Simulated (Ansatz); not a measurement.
`[OH][AlH][SbH][Cl]` + HI → `[OH][AlH][I]` + `[Cl][SbH2]` at 500 K and 1 bar (cleavage of the Al–Sb bond).

Calculated with Ansatz (gas phase, PBE0-D4/def2-TZVP geometries, no zero-point term in ΔE). CCSD(T)/CBS is the MP2 limit (def2-TZVPP, def2-QZVPP) plus CCSD(T) − MP2 in def2-TZVPP, frozen cores. Elements past krypton have def2 core potentials. For I, Sb outer-core shells are correlated without core-valence functions, which leaves a few kJ/mol of doubt a bond. One conformer a species, not always the lowest.

| species | CCSD(T)/CBS energy (Eh) | H − E (kJ/mol) | S (J/(mol·K)) |
| --- | --- | --- | --- |
| `[OH][AlH][SbH][Cl]` | -1018.88275 | 120.9 | 426.4 |
| HI | -298.03592 | 28.6 | 221.6 |
| `[OH][AlH][I]` | -615.94705 | 87.1 | 348.4 |
| `[Cl][SbH2]` | -701.00845 | 61.2 | 307.5 |

H − E and S are ideal-gas, rigid-rotor, harmonic terms from PBE0-D4/def2-TZVP, for one conformer and one mirror image of each species. 1 Eh = 2625.50 kJ/mol, R = 8.31446 J/(mol·K).

Problem. By hand: ΔE, ΔH, ΔS and ΔG.

Solution. ΔE = (-615.94705) + (-701.00845) − (-1018.88275) − (-298.03592) = -0.03683 Eh = -96.7 kJ/mol. Δ(H − E) = 87.1 + 61.2 − 120.9 − 28.6 = -1.2, so ΔH = -97.9 kJ/mol. ΔS = 348.4 + 307.5 − 426.4 − 221.6 = 7.9 J/(mol·K). ΔG = -97.9 − 500 × (7.9)/1000 = -101.9 kJ/mol.

Problem. By hand: the equilibrium constant, and the temperature at which ΔG would vanish if ΔH and ΔS stayed fixed.

Solution. log₁₀ K = −ΔG/(RT ln 10) = 10.6. ΔH and −TΔS have one sign here, so there is no such temperature.

The number of gas molecules stays the same, so ΔS is small and ΔH decides. A doubt of 5 kJ/mol in ΔE shifts log₁₀ K by 0.5 here. Other conformers and mirror images would add mixing entropy, several J/(mol·K) or more a flexible species. Modes under 60 cm⁻¹, often nearly free rotors, make the harmonic entropy too high. These are equilibria of isolated gas molecules and say nothing of rates. Largest T1 diagnostic: 0.014 (customary marks: 0.02 for closed shells, 0.045 for open ones).

ΔS is within the doubt of such terms, so its sign, and with it that verdict, could turn.
